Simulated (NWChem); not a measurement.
Molecule: C$_{2}$H$_{7}$Al; SMILES C[CH2][AlH2]

```xyz
10

Al    -0.1224    -1.2879    -0.0011
H      0.8689    -2.5513    -0.0388
H     -1.7099    -1.5371     0.0366
C      0.6310     0.5376     0.0059
C     -0.3534     1.7173    -0.0047
H      1.3337     0.6012    -0.8584
H      1.3071     0.5972     0.8922
H     -1.0400     1.6907     0.8671
H     -0.9956     1.7108    -0.9101
H      0.1620     2.7014     0.0189
```
Atoms are numbered in this order, from 1.

Computed with NWChem. Medium grid unless said otherwise, to which SCAN and Minnesota functionals are sensitive. Geometry: optimised at PBE-D3(BJ)/def2-SVP. Hybrids' shares of exact exchange are those that their runs print; pure functionals count as 0. The functionals differ in more than this share.

```csv
row,share of exact exchange,highest occupied level (eV)
PBE/def2-SVP,0.00,-6.26
SCAN/def2-SVP,0.00,-6.57
TPSSh/def2-SVP,0.10,-6.92
B3LYP/def2-SVP,0.20,withheld
PBE0/def2-SVP,0.25,-7.53
BHandHLYP/def2-SVP,0.50,-8.69
```

Q: Fit a straight line of the last column on the one before it, predict the withheld value, and compare with the run.

A: 
1. Means of the 5 shown rows: x = 0.170, y = -7.194. Slope Σ(x − x̄)(y − ȳ)/Σ(x − x̄)² = -0.8046/0.1780 = -4.520; intercept -6.426.
2. The shown rows scatter about the line by 0.101 (root mean square); the largest residual is +0.17, at PBE/def2-SVP.
3. At x = 0.20 (B3LYP/def2-SVP; inside the shown range) the line gives -7.33.
4. The run gives -7.30, +0.03 from the line, 0.3 times the scatter.
